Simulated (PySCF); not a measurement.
CH3Si, SMILES C[Si] (connectivity only; charge and spin as stated), neutral, multiplicity 2. Atoms are numbered in the order given.

```xyz
5

C     -1.0975     0.0171     0.0000
Si     0.7902     0.0054     0.0000
H     -1.5644     0.4399     0.8943
H     -1.5644     0.4399    -0.8943
H     -1.3497    -1.0586     0.0000
```
Charge 0, spin multiplicity 2.

Coordinates come from a r2SCAN-D4/def2-TZVP optimisation. The isomer is the one that the SMILES or the coordinates give; other isomers of the formula were not compared.

These are TDA-CAM-B3LYP/def2-TZVPD run with PySCF values and carry that method's errors.

Vertical excitations. The molecule is in vacuum.

### Question
Give excitation energies, oscillator strengths and character. (Estimate from the structure and the level; the computed values follow.)

### Answer

| state | energy (eV) | λ (nm) | f | main pairs |
|---|---|---|---|---|
| root 1 | 0.17 | 7240 | 0.000 | α HOMO→LUMO 99 % |
| root 2 | 2.35 | 528 | 0.000 | α HOMO−1→LUMO 41 %, β HOMO→LUMO 55 % |
| root 3 | 3.66 | 339 | 0.034 | α HOMO−1→LUMO 56 %, β HOMO→LUMO 40 % |
| root 4 | 3.70 | 335 | 0.010 | α HOMO→LUMO+1 7 %, β HOMO→LUMO+1 86 % |
| root 5 | 3.84 | 323 | 0.041 | α HOMO→LUMO+1 84 %, β HOMO→LUMO+1 8 % |
| root 6 | 4.55 | 272 | 0.039 | α HOMO→LUMO+2 92 % |
| root 7 | 5.52 | 225 | 0.076 | α HOMO→LUMO+3 90 % |
| root 8 | 5.58 | 222 | 0.085 | α HOMO→LUMO+4 84 % |
| root 9 | 5.94 | 209 | 0.048 | α HOMO→LUMO+5 79 % |
| root 10 | 6.02 | 206 | 0.001 | α HOMO−1→LUMO+1 23 %, β HOMO→LUMO+2 56 % |
Unrestricted roots are not spin-pure.
